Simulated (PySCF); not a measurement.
Isomers of C5H9FSSi, one GFN2-xTB conformer each. Single-point energies are computed at PBE0/pcSseg-1 (PySCF, gas phase, no added dispersion term), electronic only.

```json
{"SMILES": "C[C@@H]1C[Si@@H](F)CC1=S", "GFN2-xTB relative energy (kcal/mol)": "0.0"}
{"SMILES": "C=C/C=C(/[SiH2]F)SC", "GFN2-xTB relative energy (kcal/mol)": "26.9"}
{"SMILES": "CCC1=CS[C@@H](F)[SiH2]1", "GFN2-xTB relative energy (kcal/mol)": "46.9"}
{"SMILES": "CS[SiH2]C1=CC[C@@H]1F", "GFN2-xTB relative energy (kcal/mol)": "50.3"}
```

Conformers: `[CH3:1][C@@H:2]1[CH2:3][Si@@H:4]([F:5])[CH2:6][C:7]1=[S:8]` with C1–C2–C3–Si4 -86°, C2–C3–Si4–F5 -130°, C3–Si4–C6–C7 -5°, Si4–C6–C7–S8 -152°; `[CH2:1]=[CH:2]/[CH:3]=[C:4](/[SiH2:5][F:6])[S:7][CH3:8]` with C1–C2–C3–C4 -178°, C3–C4–Si5–F6 122°, C3–C4–S7–C8 -169°; `[CH3:1][CH2:2][C:3]1=[CH:4][S:5][C@@H:6]([F:7])[SiH2:8]1` with C1–C2–C3–C4 -109°, C3–C4–S5–C6 -7°, C4–S5–C6–F7 -110°, S5–C6–Si8–C3 -9°, C2–C3–Si8–C6 -173°; `[CH3:1][S:2][SiH2:3][C:4]1=[CH:5][CH2:6][C@@H:7]1[F:8]` with C1–S2–Si3–C4 57°, S2–Si3–C4–C5 69°.

Task: What does PBE0/pcSseg-1 give for the same structures?

Result: 
| SMILES | PBE0/pcSseg-1 E (Eh) | PBE0/pcSseg-1 (kcal/mol) | GFN2-xTB (kcal/mol) | point group |
| --- | --- | --- | --- | --- |
| C[C@@H]1C[Si@@H](F)CC1=S | -982.88040 | 0.0 | 0.0 | C1 |
| C=C/C=C(/[SiH2]F)SC | -982.83397 | 29.1 | 26.9 | C1 |
| CCC1=CS[C@@H](F)[SiH2]1 | -982.79529 | 53.4 | 46.9 | C1 |
| CS[SiH2]C1=CC[C@@H]1F | -982.78910 | 57.3 | 50.3 | C1 |

Both levels put the same isomer lowest; measured from each level's own lowest isomer, the values differ by up to 7.0 kcal/mol (CS[SiH2]C1=CC[C@@H]1F: 50.3 against 57.3). As drawn, the lowest has an Si–F bond and a C=S bond, which the highest lacks; the highest has a four-membered ring and a C=C bond outside aromatic rings, which the lowest lacks.

Task: Which frontier levels, dipoles and rotational constants go with these structures?

Result: 
| SMILES | HOMO (eV, PBE0/pcSseg-1) | LUMO (eV) | dipole (D) | A, B, C (MHz) |
| --- | --- | --- | --- | --- |
| C[C@@H]1C[Si@@H](F)CC1=S | -6.30 | -2.03 | 3.18 | 2152, 1029, 814.5 |
| C=C/C=C(/[SiH2]F)SC | -6.10 | -1.52 | 0.94 | 1996, 893.6, 652.5 |
| CCC1=CS[C@@H](F)[SiH2]1 | -6.38 | -0.53 | 2.45 | 2283, 1002, 816.4 |
| CS[SiH2]C1=CC[C@@H]1F | -6.69 | -1.04 | 2.39 | 2290, 888.7, 781.8 |
